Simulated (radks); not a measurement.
Results of a calculation; reference values are marked as such.
Task: Yb II, configuration [Xe] 4f14 6s1 (the NIST ground configuration). Level of theory: Dirac Kohn-Sham, PBE, spin-unpolarised, spherical densities, finite nucleus; Fermi nuclear charge, rms radius 5.3108 fm (a radial shooting solver on a logarithmic mesh with Libxc functionals).

Spin-orbit splittings of the eigenvalues, e(l+1/2) - e(l-1/2), with zeta = 2 splitting/(2l+1) and mean radii in bohr:

| shell | occ. | splitting (eV) | zeta (eV) | <r> j=l-1/2 | <r> j=l+1/2 |
|---|---|---|---|---|---|
| 2p | 6 | 1047 | 698.0 | 0.06872 | 0.07622 |
| 3p | 6 | 222.2 | 148.2 | 0.2061 | 0.2201 |
| 3d | 10 | 48.56 | 19.42 | 0.1935 | 0.1978 |
| 4p | 6 | 50.29 | 33.53 | 0.4956 | 0.5280 |
| 4d | 10 | ? | ? | 0.5535 | 0.5650 |
| 4f | 14 | 1.317 | 0.3764 | 0.7742 | 0.7973 |
| 5p | 6 | 6.093 | 4.062 | 1.367 | 1.484 |
| 5d | 0 | 0.2887 | 0.1155 | 2.750 | 2.857 |
| 6p | 0 | 0.4556 | 0.3037 | 4.479 | 4.772 |

Estimate the 4d splitting.

Result: 9.155 eV (zeta = 3.662 eV).
